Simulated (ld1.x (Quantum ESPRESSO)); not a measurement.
**titanium: variants of one TM semilocal potential**

Base potential:

Ti, norm-conserving Troullier–Martins (semilocal form), made with ld1.x (Quantum ESPRESSO) 7.5 (PW91, scalar-relativistic). Core [Ar], reference 3d2 4s1 4p1. Waves: 4s (bound): rc 2.00 bohr; 4p (bound): rc 3.40 bohr; 3d (bound): rc 1.50 bohr. Local part: the d channel. Core correction: a·sin(br)/r model core inside 1.40 bohr.

All-electron outer shells of the reference configuration (PW91, scalar-relativistic, ld1.x):

```tsv
shell	level (eV)	outermost node (bohr)	outermost maximum (bohr)
3s	-63.98	0.40	0.87
3p	-40.24	0.37	0.90
3d	-5.55	–	0.97
4s	-5.27	1.24	2.88
4p	-2.10	1.38	3.70
```

Cutoffs, loose and tight: the cutoffs (Ry, on a coarse ladder) from which the occupation-weighted sum of valence levels, in a spherical-Bessel basis at the reference potential, stays within 10 and 1 mRy of its value at 400 Ry. They do not see the model core or the augmentation charge, which bear on the density cutoff. Test errors are all-electron minus pseudo excitation energies from the reference, over the configurations 3d2 4s2 4p0; 3d2 4s1 4p0; 3d2 4s0 4p0; 3d2.5 4s1.5 4p0; 3d1 4s2 4p1; 3d1 4s0 4p0; 3d2 4s0 4p1. A dash means not determined; rows that change the core or the reference have their own tests. The largest error is taken over the tests solved by every variant that gives reliable tests at all: 3d1 4s0 4p0; 3d2 4s0 4p0; 3d2 4s0 4p1; 3d2 4s1 4p0; 3d2 4s2 4p0; 3d2.5 4s1.5 4p0.

A true bound ghost makes a file unfit for plane-wave use even where its test errors are small: the radial tests pick states by their node count and pass the ghost by. Where a test does run into it, the solver fails or the error is huge.

A semilocal file is local in each channel, so a ghost entry of none says nothing of the separable form that plane-wave codes build from it.

```csv
change,outcome,"cutoff, loose","cutoff, tight",bound ghosts,largest test error (meV)
base,generated,80 Ry,90 Ry,none,-457
"all radii but the core radius scaled by about 0.87 (s 1.74, p 2.96, d 1.30 bohr)",generated,100 Ry,120 Ry,none,-535
"all radii but the core radius scaled by about 0.95 (s 1.90, p 3.24, d 1.42 bohr)",generated,90 Ry,100 Ry,none,-487
"all radii but the core radius scaled by about 1.06 (s 2.12, p 3.60, d 1.60 bohr)",generated,70 Ry,90 Ry,none,-422
"all radii but the core radius scaled by about 1.19 (s 2.38, p 4.06, d 1.78 bohr)",generated,60 Ry,70 Ry,none,-388
"all radii but the core radius scaled by about 1.38 (s 2.76, p 4.70, d 2.08 bohr)",generated,50 Ry,55 Ry,none,-361
```

**Question.** What comes out with this change to the base: all radii but the core radius scaled by about 0.75 (s 1.50, p 2.56, d 1.14 bohr)?

**Answer.** outcome: generated; cutoff, loose: 120 Ry; cutoff, tight: 160 Ry; bound ghosts: s; largest test error (meV): no test is counted, since the test run did not reproduce the reference configuration.

**Question.** What comes out with this change to the base: all radii but the core radius scaled by about 1.27 (s 2.54, p 4.32, d 1.90 bohr)?

**Answer.** outcome: generated; cutoff, loose: 55 Ry; cutoff, tight: 70 Ry; bound ghosts: none; largest test error (meV): -374.

Reading the sweep of the scale of all radii but the core radius (base = 1) (base included, trends over the rows without a ghost): The loose cutoff falls from 100 Ry at 0.87 to 50 Ry at 1.38. A larger radius leaves more room for a smooth pseudo-wave, so fewer plane waves are needed; a smaller one forces it to follow the all-electron wave where it bends sharply. The median size of the test errors (rows with all tests solved) rises from 13.6 meV at 0.95 to 35.7 meV at 1.38. More of the atom is replaced by a form fitted at one configuration, so other configurations suffer as the radius grows. Bound ghosts are found at 0.75.
